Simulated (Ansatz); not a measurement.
Question: Name a neutral molecule of B, C, F, O and H with HOMO energy (B3LYP/def2-TZVPP) between -8.85 and -8.55 eV and LUMO energy (PBE/def2-TZVPP) between -0.20 and 0.10 eV (Ansatz, PBE0-D4/def2-TZVP geometry).

Answer: `COB(C)F` (-8.77 eV, -0.05 eV); `COB(O)F` (-8.57 eV, -0.17 eV); `CCOB(C)F` (-8.70 eV, 0.02 eV). Other molecules can fit too; these were computed, each in one conformer that needn't be the lowest.

B3LYP here is the variant with VWN-RPA as its local correlation; programs differ in this.
